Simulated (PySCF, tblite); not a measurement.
Isomers of C4H14P2Si, one GFN2-xTB conformer each. Single-point energies are computed at PBE0/pcSseg-1 (PySCF, gas phase, no added dispersion term), electronic only.

| SMILES | GFN2-xTB relative energy (kcal/mol) |
| --- | --- |
| CC(C)P(P)C[SiH3] | 0.0 |
| CP(C)P(C)C[SiH3] | 2.4 |

Conformers: `[CH3:1][CH:2]([CH3:3])[P:4]([PH2:5])[CH2:6][SiH3:7]` with C1–C2–P4–P5 -55°, C2–P4–P5–H 175° and -93°, C2–P4–C6–Si7 170°; `[CH3:1][P:2]([CH3:3])[P:4]([CH3:5])[CH2:6][SiH3:7]` with C1–P2–P4–C5 -77°, P2–P4–C6–Si7 177°.

Task: What does PBE0/pcSseg-1 give for the same structures?

Result: 
| SMILES | PBE0/pcSseg-1 E (Eh) | PBE0/pcSseg-1 (kcal/mol) | GFN2-xTB (kcal/mol) | point group |
| --- | --- | --- | --- | --- |
| CP(C)P(C)C[SiH3] | -1132.41593 | 0.0 | 2.4 | C1 |
| CC(C)P(P)C[SiH3] | -1132.40041 | 9.7 | 0.0 | C1 |

GFN2-xTB puts CC(C)P(P)C[SiH3] lowest instead. 

Task: Which frontier levels, dipoles and rotational constants go with these structures?

Result: 
```json
{"SMILES": "CP(C)P(C)C[SiH3]", "HOMO (eV, PBE0/pcSseg-1)": "-6.07", "LUMO (eV)": "0.08", "dipole (D)": "0.59", "A, B, C (MHz)": "2678, 765.8, 652.3"}
{"SMILES": "CC(C)P(P)C[SiH3]", "HOMO (eV, PBE0/pcSseg-1)": "-6.24", "LUMO (eV)": "0.22", "dipole (D)": "1.09", "A, B, C (MHz)": "2117, 854.9, 734.4"}
```

Task: What happens when harmonic zero-point energies from GFN2-xTB frequencies are added?

Result: 
| SMILES | ZPE (kcal/mol) | electronic (kcal/mol) | with ZPE (kcal/mol) |
| --- | --- | --- | --- |
| CP(C)P(C)C[SiH3] | 102.2 | 0.0 | 0.0 |
| CC(C)P(P)C[SiH3] | 101.7 | 9.7 | 9.2 |

The zero-point energies span 0.5 kcal/mol. The order is unchanged.
